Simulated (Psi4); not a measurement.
# A ladder of methods for SiH2S2Cl2 (SMILES S[Si](S)(Cl)Cl)

The species is SiH2S2Cl2 (7 atoms), meant as a singlet with charge 0. SMILES: `S[Si](S)(Cl)Cl`. The shape was relaxed beforehand at PBE0/def2-TZVP. This is one conformer, not always the lowest.

Each level gives the HOMO–LUMO gap (eV). The values are calculated.

```json
{"level": "PBE-D4/def2-TZVPP (density fitting)", "kind": "GGA", "program": "Psi4", "value (eV)": "5.13", "CPU time": "75 s"}
{"level": "r2SCAN-D4/def2-TZVPP (density fitting)", "kind": "meta-GGA", "program": "Psi4", "value (eV)": "5.72", "CPU time": "2.8 min"}
{"level": "B3LYP-D4/def2-TZVPP (density fitting)", "kind": "global hybrid", "program": "Psi4", "value (eV)": "6.84", "CPU time": "67 s"}
{"level": "PBE0-D4/def2-TZVPP (density fitting)", "kind": "global hybrid", "program": "Psi4", "value (eV)": "7.35", "CPU time": "61 s"}
{"level": "wB97M-V/def2-TZVPP (density fitting)", "kind": "range-separated hybrid", "program": "Psi4", "value (eV)": "11.59", "CPU time": "3.4 min"}
```

The values span 5.13 to 11.59 eV. Orbital gaps aren't excitation energies; they tend to grow with the share of exact exchange. CPU times are rough (shared hosts, several kinds of processor): they show what a rung costs within a factor of a few.
